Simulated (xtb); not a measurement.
C3H6FNSi, SMILES F[SiH2]N1C=CC1. All values are semi-empirical tight-binding results from xtb (GFN2-xTB unless named), good for trends rather than for accurate numbers. Geometry: GFN2-xTB. The structure was generated by enumeration, and PubChem lists no compound with its InChIKey, so it may never have been made. One conformer was computed; it need not be the lowest.

Computed properties:
| Quantity | Result |
|---|---|
| orbital gap | 4.31 eV |
| dipole moment | 1.62 D |
| zero-point energy | 52.0 kcal/mol |
| G − E(el) at 298.15 K (modified RRHO) | 32.2 kcal/mol |
| static polarisability (D4 model) | 72.1 bohr³ |
| solvation energy, GFN2-xTB/ALPB(water) | -0.4 kcal/mol |
| solvation energy, GFN2-xTB/ALPB(thf) | -3.9 kcal/mol |
